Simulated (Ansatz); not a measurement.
Geometry optimisation, Ansatz, RKS B3LYP-D4/def2-SVP.

input.yaml

```yaml
crystal:
  periodic: [false, false, false]
  atoms:
    - { symbol: W, position_ang: [0.0, 0.0, 0.0] }
    - { symbol: H, position_ang: [0.0, 0.0, 1.72] }
    - { symbol: Cl, position_ang: [2.39, 0.0, 0.0] }
    - { symbol: Cl, position_ang: [0.0, 2.39, 0.0] }
    - { symbol: F, position_ang: [-1.85, 0.0, 0.0] }
    - { symbol: H, position_ang: [0.0, -1.72, 0.0] }
    - { symbol: Cl, position_ang: [0.0, 0.0, -2.39] }
basis:
  gaussian: { orbitals: def2-SVP }
hamiltonian:
  xc: b3lyp
  dispersion: d4
relax:
  f_tol: 0.02
  max_steps: 40
output:
  orbitals: {}
```

Command:

```bash
$ ansatz run input.yaml --threads 2 --pin off --max-ram 3072MiB --backend cpu --events-out ev --progress --plain --runs-dir out
```

Question: Where does it end, and by what steps?

Answer: It converged. After 8 steps the energy has fallen by 1.681 eV; Cl4 moved furthest, 0.71 Å.

| step | energy less start (eV) | largest force component (eV/Å) | accepted |
| --- | --- | --- | --- |
| 0 | 0.0000 | 2.654 | yes |
| 1 | -0.8466 | 1.013 | yes |
| 2 | -1.3110 | 1.064 | yes |
| 3 | -1.5745 | 0.359 | yes |
| 4 | -1.6697 | 0.179 | yes |
| 5 | -1.6778 | 0.053 | yes |
| 6 | -1.6804 | 0.034 | yes |
| 7 | -1.6797 | 0.187 | no |
| 8 | -1.6806 | 0.007 | yes |

```xyz
7
Properties=species:S:1:pos:R:3
W 0.043 0.261 -0.261
H 0.018 -0.151 1.364
Cl 2.302 0.090 -0.090
Cl -0.017 2.377 0.709
F -1.807 0.166 -0.166
H 0.018 -1.364 0.151
Cl -0.017 -0.709 -2.377
```

Whether the end is a true minimum wasn't checked by a vibrational analysis.

The run took 31 s on 2 threads of Intel(R) Xeon(R) 6975P-C (Granite Rapids), with other jobs on the host, peak memory 0.3 GiB.
